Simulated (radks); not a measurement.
The numbers below are computed, except where a source is named.
Ar II, configuration [Ne] 3s2 3p5. Level of theory: scalar-relativistic Kohn-Sham, PBEsol, spin-polarised, spherical densities, point nucleus; open shells are filled with parallel spins first (a radial shooting solver on a logarithmic mesh with Libxc functionals). Some entries of the table are withheld. Estimate them.

orbital  occ.  eigenvalue (eV)  r(max) (bohr)
1s up       1        -3129.821        0.05612
1s down     1        -3129.607        0.05612
2s up       1        -310.3918            (1)
2s down     1        -310.1929            (2)
2p up       3        -243.6726         0.2808
2p down     3        -243.3966         0.2809
3s up       1         -37.1109          1.164
3s down     1         -36.0010          1.164
3p up       3         -22.5460          1.260
3p down     2         -21.5147          1.263

Answer. 
(1) 2s up r(max) (bohr): 0.3389
(2) 2s down r(max) (bohr): 0.3390
